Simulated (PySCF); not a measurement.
C2H3Cl2FSi, SMILES [SiH2](Cl)/C(F)=C\Cl.

Geometry: PBE0-D3(BJ)/def2-SVP. The structure was generated by enumeration; whether it is a known compound was not checked. The values are those of a single conformer.

These are TDA-CAM-B3LYP/def2-SVPD run with PySCF 2.14.0 values and carry that method's errors.

Vertical excitations. 

Computed lowest excited states:
| state | energy (eV) | λ (nm) | f | main pairs |
|---|---|---|---|---|
| S1 | 6.07 | 204 | 0.254 | HOMO→LUMO 90 % |
| S2 | 6.45 | 192 | 0.028 | HOMO→LUMO+2 44 %, HOMO→LUMO+1 35 % |
| S3 | 6.58 | 188 | 0.001 | HOMO−1→LUMO 78 % |
| S4 | 6.96 | 178 | 0.003 | HOMO−2→LUMO 82 % |
| S5 | 7.23 | 172 | 0.020 | HOMO→LUMO+3 52 %, HOMO−3→LUMO 11 %, HOMO→LUMO+4 11 %, HOMO→LUMO+1 8 % |
| S6 | 7.31 | 170 | 0.003 | HOMO−3→LUMO 59 %, HOMO→LUMO+3 16 % |
| S7 | 7.32 | 169 | 0.011 | HOMO→LUMO+1 36 %, HOMO→LUMO+2 32 %, HOMO−3→LUMO 18 % |
| S8 | 7.96 | 156 | 0.007 | HOMO→LUMO+5 57 %, HOMO→LUMO+6 13 %, HOMO−4→LUMO 11 % |
| S9 | 8.04 | 154 | 0.020 | HOMO−4→LUMO 31 %, HOMO→LUMO+5 23 %, HOMO→LUMO+4 12 %, HOMO→LUMO+3 6 % |
| S10 | 8.13 | 153 | 0.008 | HOMO−3→LUMO+2 20 %, HOMO−1→LUMO+2 16 %, HOMO−1→LUMO+1 16 %, HOMO−3→LUMO+1 8 % |
| T1 | 3.63 | 341 | 0 | HOMO→LUMO 82 % |
| T2 | 5.89 | 210 | 0 | HOMO→LUMO+2 41 %, HOMO→LUMO+1 36 % |
| T3 | 6.17 | 201 | 0 | HOMO−1→LUMO 71 %, HOMO−2→LUMO 12 % |
| T4 | 6.65 | 187 | 0 | HOMO−2→LUMO 74 %, HOMO−1→LUMO 13 % |
Triplets are in the Tamm–Dancoff approximation.
